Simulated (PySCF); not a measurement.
# Correlation energy of Xe(3+) (xenon, charge +3)

[Kr] 4d10 5s2 5p3, high-spin 4S determinant. Calculation: PySCF 2.14, in def2-QZVPPD with the def2 core potential (28 electrons) (8s7p5d4f1g, 91 functions); a scalar-relativistic core potential. Frozen: 4s2 4p6 4d10; 5 electrons correlated.

| level | correlation energy (mhartree) |
| --- | --- |
| CCSD | -87.27 |
| (T) | -2.41 |
| CCSD(T) | -89.68 |

Diagnostics: T1 = 0.0019, D1 = 0.0038, largest double amplitude 0.047.

Cost of the coupled-cluster step: of the order of 7 core-seconds, for 5 correlated electrons.

Iterations:

```
CC2 = 0
CCSD nocc = (np.int64(4), np.int64(1)), nmo = (82, 82)
frozen orbitals [[0, 1, 2, 3, 4, 5, 6, 7, 8], [0, 1, 2, 3, 4, 5, 6, 7, 8]]
max_cycle = 100
direct = 0
conv_tol = 1e-08
conv_tol_normt = 1e-06
diis_space = 8
diis_start_cycle = 0
Init t2, MP2 energy = -0.0755052810815461
Init E_corr(UCCSD) = -0.0755052810816035
cycle = 1  E_corr(UCCSD) = -0.0849535201625165  dE = -0.00944823908  norm(t1,t2) = 0.0280647
cycle = 2  E_corr(UCCSD) = -0.0866764254070896  dE = -0.00172290524  norm(t1,t2) = 0.00730039
cycle = 3  E_corr(UCCSD) = -0.0872767936973159  dE = -0.00060036829  norm(t1,t2) = 0.00236657
cycle = 4  E_corr(UCCSD) = -0.0872656710121375  dE = 1.11226852e-05  norm(t1,t2) = 0.000245918
cycle = 5  E_corr(UCCSD) = -0.0872651750173305  dE = 4.95994807e-07  norm(t1,t2) = 2.15338e-05
cycle = 6  E_corr(UCCSD) = -0.0872651801309963  dE = -5.11366577e-09  norm(t1,t2) = 2.02771e-06
cycle = 7  E_corr(UCCSD) = -0.0872651832960706  dE = -3.1650743e-09  norm(t1,t2) = 3.23901e-07
UCCSD converged
E(UCCSD) = -326.1488438247371  E_corr = -0.08726518329607059
UCCSD(T) correction = -0.00241119108766429
```
